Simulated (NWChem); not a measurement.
Program: NWChem. System: disulfane (H$_{2}$S$_{2}$), charge 0, spin multiplicity 1, at a geometry optimised with PBE0/def2-SVP. Level: RHF/def2-TZVP.

Job file:

```
start mol
memory heap 200 mb stack 800 mb global 1000 mb
geometry units angstroms nocenter noautoz
  S      0.915485     0.485508     0.055298
  S     -0.915485    -0.485508     0.055298
  H      1.536619    -0.268029    -0.884767
  H     -1.536619     0.268029    -0.884767
  symmetry group C2
end
basis spherical
  * library def2-tzvp
end
scf
  rhf
  nopen 0
  maxiter 100
  thresh 1e-7
  semidirect memsize 60000000 filesize 0
end
task scf energy
```

Output (cleaned and shortened):

```
             Northwest Computational Chemistry Package (NWChem) 7.3.0
             --------------------------------------------------------

                                NWChem Input Module
                                -------------------

 Scaling coordinates for geometry "geometry" by  1.889725989
 (inverse scale =  0.529177249)

 Turning off AUTOSYM since
 SYMMETRY directive was detected!

                             Geometry "geometry" -> ""
                             -------------------------

 Output coordinates in angstroms (scale by  1.889725989 to convert to a.u.)

  No.       Tag          Charge          X              Y              Z
 ---- ---------------- ---------- -------------- -------------- --------------
    1 S                   16.0000     0.91548500     0.48550800     0.05529800
    2 S                   16.0000    -0.91548500    -0.48550800     0.05529800
    3 H                    1.0000     1.53661900    -0.26802900    -0.88476700
    4 H                    1.0000    -1.53661900     0.26802900    -0.88476700

 Effective nuclear repulsion energy (a.u.)      84.4531529072

            Nuclear Dipole moment (a.u.)
            ----------------------------
        X                 Y               Z
 ---------------- ---------------- ----------------
     0.0000000000     0.0000000000     0.0000037795

      Symmetry information
      --------------------

 Group name             C2
 Group number              4
 Group order               2
 No. of unique centers     2

      Symmetry unique atoms

     1    3


 Summary of "ao basis" -> "" (spherical)
 ------------------------------------------------------------------------------
       Tag                 Description            Shells   Functions and Types
 ---------------- ------------------------------  ------  ---------------------
 *                         def2-tzvp                  on all atoms

 Summary of "ao basis" -> "ao basis" (spherical)
 ------------------------------------------------------------------------------
       Tag                 Description            Shells   Functions and Types
 ---------------- ------------------------------  ------  ---------------------
 S                         def2-tzvp                13       37   5s5p2d1f
 H                         def2-tzvp                 4        6   3s1p

                                 NWChem SCF Module
                                 -----------------

  ao basis        = "ao basis"
  functions       =    86
  atoms           =     4
  closed shells   =    17
  open shells     =     0
  charge          =   0.00
  wavefunction    = RHF
  use symmetry    = T
  symmetry adapt  = T

 Summary of "ao basis" -> "ao basis" (spherical)
 ------------------------------------------------------------------------------
       Tag                 Description            Shells   Functions and Types
 ---------------- ------------------------------  ------  ---------------------
 S                         def2-tzvp                13       37   5s5p2d1f
 H                         def2-tzvp                 4        6   3s1p

      Symmetry analysis of basis
      --------------------------

        a          43
        b          43

 Forming initial guess at       0.1s

      Superposition of Atomic Density Guess
      -------------------------------------

 Sum of atomic energies:        -795.95862108

      Non-variational initial energy
      ------------------------------

 Total energy =    -796.346014
[...]
 Nuclear repulsion energy =     84.453152907184

        Time for solution =      0.7s

       Symmetry analysis of molecular orbitals - final
       -----------------------------------------------

  Numbering of irreducible representations:

     1 a           2 b

  Orbital symmetries:

     1 a           2 b           3 a           4 b           5 a
     6 b           7 a           8 b           9 a          10 b
    11 a          12 b          13 a          14 b          15 a
    16 b          17 a          18 b          19 a          20 b
    21 a          22 b          23 a          24 b          25 a
    26 b          27 b

             Final eigenvalues
             -----------------

              1
    1  -91.9870
    2  -91.9870
    3   -8.9895
    4   -8.9893
    5   -6.6707
    6   -6.6704
    7   -6.6697
    8   -6.6695
    9   -6.6688
   10   -6.6688
   11   -1.0524
   12   -0.8833
   13   -0.5943
   14   -0.5493
   15   -0.4772
   16   -0.3839
   17   -0.3828
   18    0.0995
   19    0.1266
   20    0.1481
   21    0.2912
   22    0.3330
   23    0.3696
   24    0.3777
   25    0.3930
   26    0.4130
   27    0.4387

                       ROHF Final Molecular Orbital Analysis
                       -------------------------------------

 Vector   15  Occ=2.000000D+00  E=-4.772159D-01  Symmetry=a
              MO Center=  9.2D-15, -2.5D-14,  1.6D-01, r^2= 2.6D+00
   Bfn.  Coefficient  Atom+Function         Bfn.  Coefficient  Atom+Function
  ----- ------------  ---------------      ----- ------------  ---------------
    15      0.273674  1 S  px                52     -0.273674  2 S  px
    17      0.181889  1 S  pz                54      0.181889  2 S  pz
     5      0.160959  1 S  s                 42      0.160959  2 S  s
    16      0.153381  1 S  py                53     -0.153381  2 S  py

 Vector   16  Occ=2.000000D+00  E=-3.839060D-01  Symmetry=b
              MO Center=  8.9D-15, -2.7D-15,  9.9D-02, r^2= 2.7D+00
   Bfn.  Coefficient  Atom+Function         Bfn.  Coefficient  Atom+Function
  ----- ------------  ---------------      ----- ------------  ---------------
    17      0.319978  1 S  pz                54     -0.319978  2 S  pz
    20      0.233205  1 S  pz                57     -0.233205  2 S  pz
    16     -0.161770  1 S  py                53     -0.161770  2 S  py

 Vector   17  Occ=2.000000D+00  E=-3.828365D-01  Symmetry=a
              MO Center=  1.2D-13,  5.3D-14, -7.0D-02, r^2= 2.7D+00
   Bfn.  Coefficient  Atom+Function         Bfn.  Coefficient  Atom+Function
  ----- ------------  ---------------      ----- ------------  ---------------
    16      0.318914  1 S  py                53     -0.318914  2 S  py
    19      0.240031  1 S  py                56     -0.240031  2 S  py
    17     -0.181766  1 S  pz                54     -0.181766  2 S  pz

 Vector   18  Occ=0.000000D+00  E= 9.951484D-02  Symmetry=b
              MO Center=  1.0D-14,  5.4D-15, -3.0D-02, r^2= 4.9D+00
   Bfn.  Coefficient  Atom+Function         Bfn.  Coefficient  Atom+Function
  ----- ------------  ---------------      ----- ------------  ---------------
     5      0.895842  1 S  s                 42     -0.895842  2 S  s
    18     -0.807135  1 S  px                55     -0.807135  2 S  px
    19     -0.458295  1 S  py                56     -0.458295  2 S  py
    15     -0.270489  1 S  px                52     -0.270489  2 S  px
    77     -0.181074  3 H  s                 83      0.181074  4 H  s

 Vector   19  Occ=0.000000D+00  E= 1.266314D-01  Symmetry=a
              MO Center= -4.2D-15,  4.4D-15, -6.3D-01, r^2= 5.7D+00
   Bfn.  Coefficient  Atom+Function         Bfn.  Coefficient  Atom+Function
  ----- ------------  ---------------      ----- ------------  ---------------
    77      1.230927  3 H  s                 83      1.230927  4 H  s
     5     -0.767004  1 S  s                 42     -0.767004  2 S  s
    19      0.433067  1 S  py                56     -0.433067  2 S  py
    20      0.424296  1 S  pz                57      0.424296  2 S  pz
    18     -0.396485  1 S  px                55      0.396485  2 S  px

 Vector   20  Occ=0.000000D+00  E= 1.481058D-01  Symmetry=b
              MO Center=  3.5D-14, -6.5D-14, -5.7D-01, r^2= 5.4D+00
   Bfn.  Coefficient  Atom+Function         Bfn.  Coefficient  Atom+Function
  ----- ------------  ---------------      ----- ------------  ---------------
    77      1.294790  3 H  s                 83     -1.294790  4 H  s
    20      0.632091  1 S  pz                57     -0.632091  2 S  pz
     5     -0.554047  1 S  s                 42      0.554047  2 S  s
    18     -0.544194  1 S  px                55     -0.544194  2 S  px
    19      0.248077  1 S  py                56      0.248077  2 S  py

 center of mass
 --------------
 x =   0.00000000 y =   0.00000000 z =   0.05021148

 moments of inertia (a.u.)
 ------------------
          60.509650779444         -98.530763009352           0.000000000000
         -98.530763009352         214.544512316462           0.000000000000
           0.000000000000           0.000000000000         262.720841849106

  Mulliken analysis of the total density
  --------------------------------------

    Atom       Charge   Shell Charges
 -----------   ------   -------------------------------------------------------
    1 S   16    16.16   2.01  0.49  1.48  1.06  0.80  4.18  1.69  0.86  2.33  1.10  0.04  0.10  0.01
    2 S   16    16.16   2.01  0.49  1.48  1.06  0.80  4.18  1.69  0.86  2.33  1.10  0.04  0.10  0.01
    3 H    1     0.84   0.23  0.50  0.09  0.02
    4 H    1     0.84   0.23  0.50  0.09  0.02

       Multipole analysis of the density wrt the origin
       ------------------------------------------------

     L   x y z        total         open         nuclear
     -   - - -        -----         ----         -------
     0   0 0 0     -0.000000      0.000000     34.000000

     1   1 0 0      0.000000      0.000000      0.000000
     1   0 1 0      0.000000      0.000000      0.000000
     1   0 0 1     -0.516067      0.000000      0.000004

     2   2 0 0    -18.239999      0.000000    112.638528
     2   1 1 0     -0.753264      0.000000     47.850449
     2   1 0 1      0.000000      0.000000      0.000000
     2   0 2 0    -21.375140      0.000000     27.449542
     2   0 1 1      0.000000      0.000000      0.000000
     2   0 0 2    -20.267619      0.000000      5.940384

 Task  times  cpu:        1.5s     wall:        1.5s

 Total times  cpu:        1.5s     wall:        1.5s
```
